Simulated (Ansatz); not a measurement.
```xyz
10

C    -0.081    0.758    1.447
Si    0.281   -0.676    0.283
Al   -0.216   -0.159   -2.063
F     0.011   -1.368   -3.171
H     0.159    0.487    2.478
H    -1.136    1.038    1.407
H     0.510    1.637    1.181
H    -0.513   -1.871    0.696
H     1.718   -1.065    0.399
H    -0.734    1.217   -2.657
```

Charge 0, multiplicity 1.

**Question.** List the PBE0/def2-TZVPP orbital energies in eV (Ansatz 0.2.0). (Estimate.)

**Answer.** Ansatz gave: Occupied: -1802.32, -1528.28, -672.80, -278.04, -144.68, -114.12, -99.34, -99.33, -99.32, -74.24, -74.07, -74.01, -31.78, -19.83, -14.46, -12.89, -11.74, -11.70, -11.42, -11.41, -10.04, -9.48, -9.35, -7.52. Lowest empty: -1.67, -0.32, 0.21, 1.63, 1.84, 1.87, 2.15, 2.76.
